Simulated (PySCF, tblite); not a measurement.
One entry of a table of gas-phase calculations, keyed by method. Lists by class give the value and the number of equivalent atoms.

```json
{
 "formula": "C7H8Cl2",
 "smiles": "C=C(C)[C@@]1(Cl)[C@@H]2[C@@H](Cl)[C@@H]21",
 "charge": 0,
 "multiplicity": 1,
 "geometry_level": "GFN2-xTB",
 "atoms_angstrom": [
  ["C", -1.375, 1.605, -0.495],
  ["C", -1.092, 0.338, -0.235],
  ["C", -2.104, -0.662, 0.23],
  ["C", 0.283, -0.204, -0.424],
  ["Cl", 0.326, -1.212, -1.915],
  ["C", 1.494, 0.581, -0.059],
  ["C", 2.431, -0.574, 0.069],
  ["Cl", 3.836, -0.347, 1.096],
  ["C", 1.102, -0.633, 0.744],
  ["H", -2.371, 1.992, -0.37],
  ["H", -0.63, 2.297, -0.848],
  ["H", -2.138, -1.503, -0.462],
  ["H", -1.829, -1.052, 1.209],
  ["H", -3.091, -0.212, 0.291],
  ["H", 1.637, 1.615, 0.167],
  ["H", 2.663, -1.21, -0.775],
  ["H", 0.851, -0.807, 1.768]
 ],
 "electronic_structure_code": "PySCF",
 "results": {
  "GFN2-xTB geometry": {
   "point_group": "C1",
   "rotational_constants_GHz": [2.145, 0.681, 0.598]
  },
  "PBE0/pcSseg-1 ground state and GIAO shieldings, non-relativistic": {
   "dipole_D": 2.48,
   "homo_eV": -7.78,
   "lumo_eV": -0.46,
   "shift_vs_computed_TMS_C_by_class_ppm": [
    [152.3, 1],
    [121.4, 1],
    [77.6, 1],
    [51.5, 1],
    [25.9, 2],
    [23.6, 1]
   ],
   "shift_vs_computed_TMS_H_by_class_ppm": [
    [5.34, 1],
    [5.25, 1],
    [3.51, 1],
    [2.5, 2],
    [2.07, 3]
   ],
   "shielding_other_nuclei_by_class_ppm": [
    ["Cl", 792.0, 1],
    ["Cl", 826.2, 1]
   ],
   "charges_hirshfeld_e_by_atom": [-0.1, 0.01, -0.12, 0.04, -0.06, -0.05, -0.01, -0.05, -0.05, 0.05, 0.05, 0.04, 0.05, 0.05, 0.07, 0.04, 0.07]
  },
  "GFN2-xTB harmonic vibrations, gas phase": {
   "strongest_ir_bands_cm-1_km_per_mol_modes": [
    [833.2, 31.8, 1],
    [871.5, 22.9, 1],
    [905.7, 33.8, 1],
    [1238.3, 41.5, 1],
    [3056.1, 23.0, 1],
    [3140.7, 30.6, 1]
   ],
   "zpe_kcal_per_mol": 78.7
  }
 }
}
```

With B = h/(8π²I), that is 505.379 GHz u Å² over I, the principal moments of inertia are 235.7, 742.3 and 845.8 u Å² (most abundant isotopes); the inertial defect Ic − Ia − Ib is -132.2 u Å² (zero for a rigid planar frame, negative otherwise). The zero-point energy, half the sum of the 45 harmonic wavenumbers, equals 27540 cm⁻¹ or 329 kJ/mol.

 NMR classes are plain means over equivalent atoms (diastereotopic ones count apart unless rotation or inversion swaps them), as if these changed places fast; in this geometry the members of some classes differ.

Shape of the structure used: `[CH2:1]=[C:2]([CH3:3])[C@@:4]1([Cl:5])[C@@H:6]2[C@@H:7]([Cl:8])[C@H:9]12`: C1–C2–C4–Cl5 -105°.

One conformer stands for the species.
